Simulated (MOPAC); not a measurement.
A run for MOPAC: PM6 on fluoroethane (SMILES CCF), a point of a torsion scan.

```
PM6 1SCF PRECISE CHARGE=0 THREADS=1
C2H5F

C      0.77963775 1     0.07218341 1     0.05619380 1
C     -0.72396385 1    -0.16022246 1    -0.03336540 1
F     -1.40876990 1     0.97640665 1     0.33232063 1
H      1.19110308 1    -0.33741275 1     0.97434405 1
H      1.28358708 1    -0.40475828 1    -0.78009327 1
H      0.98156933 1     1.13902049 1     0.01824119 1
H     -1.06704619 1    -0.95819367 1     0.63114875 1
H     -1.03873613 1    -0.37522879 1    -1.05994463 1
```

Program output:

```
*******************************************************************************
 **                                                                           **
 **                              MOPAC v23.2.5                                **
 **                                                                           **
 *******************************************************************************
 ** MOPAC's Digital Object Identifier: https://doi.org/10.5281/zenodo.6511958 **
 **                                                                           **
 ** Please cite the open-source release paper for use of this MOPAC version:  **
 ** J. E. Moussa and J. J. P. Stewart (2026)                                  **
 ** MOPAC: An open-source semiempirical molecular orbital program             **
 ** J. Open Source Softw., 11(119), 8025, https://doi.org/10.21105/joss.08025 **
 *******************************************************************************

                              PM6 CALCULATION RESULTS

 *******************************************************************************
 *  PM6        - The PM6 Hamiltonian to be used
 *
 *
 *
 *                 CHARGE ON SYSTEM = 0
 *
 *
 *
 *  PRECISE    - TIGHTER CRITERIA TO BE USED
 *  1SCF       - DO 1 SCF AND THEN STOP
 *  THREADS=1  - MULTI-THREADING NOT USED
 *  T=         - A TIME OF 172800.0 SECONDS REQUESTED
 *  DUMP=N     - RESTART FILE WRITTEN EVERY 7200.0 SECONDS REQUESTED
 *******************************************************************************
PM6 1SCF PRECISE CHARGE=0 THREADS=1
 C2H5F

   ATOM   CHEMICAL          X               Y               Z
  NUMBER   SYMBOL      (ANGSTROMS)     (ANGSTROMS)     (ANGSTROMS)

     1       C          0.77963775  *   0.07218341  *   0.05619380  *
     2       C         -0.72396385  *  -0.16022246  *  -0.03336540  *
     3       F         -1.40876990  *   0.97640665  *   0.33232063  *
     4       H          1.19110308  *  -0.33741275  *   0.97434405  *
     5       H          1.28358708  *  -0.40475828  *  -0.78009327  *
     6       H          0.98156933  *   1.13902049  *   0.01824119  *
     7       H         -1.06704619  *  -0.95819367  *   0.63114875  *
     8       H         -1.03873613  *  -0.37522879  *  -1.05994463  *



          CARTESIAN COORDINATES

    NO.       ATOM           X           Y           Z

     1         C          0.7796      0.0722      0.0562
     2         C         -0.7240     -0.1602     -0.0334
     3         F         -1.4088      0.9764      0.3323
     4         H          1.1911     -0.3374      0.9743
     5         H          1.2836     -0.4048     -0.7801
     6         H          0.9816      1.1390      0.0182
     7         H         -1.0670     -0.9582      0.6311
     8         H         -1.0387     -0.3752     -1.0599

 General Reference for PM6:
 "Optimization of Parameters for Semiempirical Methods V: Modification of NDDO Approximations
 and Application to 70 Elements", J. J. P. Stewart, J. Mol. Mod., 13, 1173-1213 (2007)
 URL: https://link.springer.com/article/10.1007/s00894-007-0233-4

           Empirical Formula: C2 H5 F  =     8 atoms



      MOLECULAR POINT GROUP   :   C1


      RHF CALCULATION, NO. OF DOUBLY OCCUPIED LEVELS = 10


 -------------------------------------------------------------------------------
 PM6 1SCF PRECISE CHARGE=0 THREADS=1
 C2H5F



     1SCF WAS SPECIFIED, SO BFGS WAS NOT USED
     SCF FIELD WAS ACHIEVED


                              PM6 CALCULATION
                                                       MOPAC v23.2.5 Linux




          FINAL HEAT OF FORMATION =        -60.78967 KCAL/MOL =    -254.34399 KJ/MOL


          COSMO AREA              =         84.69 SQUARE ANGSTROMS
          COSMO VOLUME            =         66.41 CUBIC ANGSTROMS

          IONIZATION POTENTIAL    =         12.242948 EV
          HOMO LUMO ENERGIES (EV) =        -12.243  3.216
          NO. OF FILLED LEVELS    =         10
          MOLECULAR WEIGHT        =         48.0599         POINT GROUP:  C1

          MOLECULAR DIMENSIONS (Angstroms)

            Atom       Atom       Distance
            H     5    F     3     3.22395
            H     7    H     6     2.81470
            H     4    H     8     2.67878


          SCF CALCULATIONS        =          1





   ATOM   CHEMICAL          X               Y               Z
  NUMBER   SYMBOL      (ANGSTROMS)     (ANGSTROMS)     (ANGSTROMS)

     1       C          0.77963775  *   0.07218341  *   0.05619380  *
     2       C         -0.72396385  *  -0.16022246  *  -0.03336540  *
     3       F         -1.40876990  *   0.97640665  *   0.33232063  *
     4       H          1.19110308  *  -0.33741275  *   0.97434405  *
     5       H          1.28358708  *  -0.40475828  *  -0.78009327  *
     6       H          0.98156933  *   1.13902049  *   0.01824119  *
     7       H         -1.06704619  *  -0.95819367  *   0.63114875  *
     8       H         -1.03873613  *  -0.37522879  *  -1.05994463  *

                             CARTESIAN COORDINATES

   1    C        0.779637750     0.072183410     0.056193800
   2    C       -0.723963850    -0.160222460    -0.033365400
   3    F       -1.408769900     0.976406650     0.332320630
   4    H        1.191103080    -0.337412750     0.974344050
   5    H        1.283587080    -0.404758280    -0.780093270
   6    H        0.981569330     1.139020490     0.018241190
   7    H       -1.067046190    -0.958193670     0.631148750
   8    H       -1.038736130    -0.375228790    -1.059944630


           Empirical Formula: C2 H5 F  =     8 atoms



      MOLECULAR POINT GROUP   :   C1


                  EIGENVALUES
 -40.83274 -27.33130 -22.16583 -17.21869 -16.76408 -15.83325 -14.60946 -13.46235
 -12.89503 -12.24295   3.21611   3.79924   5.11955   5.49833   5.70499   5.78073
   6.57972


              NET ATOMIC CHARGES AND DIPOLE CONTRIBUTIONS

  ATOM NO.   TYPE          CHARGE      No. of ELECS.   s-Pop       p-Pop
    1          C          -0.506871        4.5069     1.08479     3.42208
    2          C          -0.027405        4.0274     1.11356     2.91385
    3          F          -0.205011        7.2050     1.97275     5.23226
    4          H           0.161171        0.8388     0.83883
    5          H           0.159572        0.8404     0.84043
    6          H           0.174514        0.8255     0.82549
    7          H           0.122746        0.8773     0.87725
    8          H           0.121283        0.8787     0.87872
 DIPOLE           X         Y         Z       TOTAL
 POINT-CHG.     1.079    -1.516    -0.533     1.936
 HYBRID        -0.032     0.174     0.051     0.184
 SUM            1.047    -1.342    -0.482     1.769


          ATOMIC ORBITAL ELECTRON POPULATIONS

     Atom    s        px        py        pz
    1  C   1.08479   1.04596   1.19184   1.18428
    2  C   1.11356   0.93064   0.88723   1.09598
    3  F   1.97275   1.79679   1.49234   1.94314
    4  H   0.83883
    5  H   0.84043
    6  H   0.82549
    7  H   0.87725
    8  H   0.87872

 **********************
 *                    *
 * JOB ENDED NORMALLY *
 *                    *
 **********************




 == MOPAC DONE ==
```

The run finished.

Cost: around 0.020 core-seconds (rough).
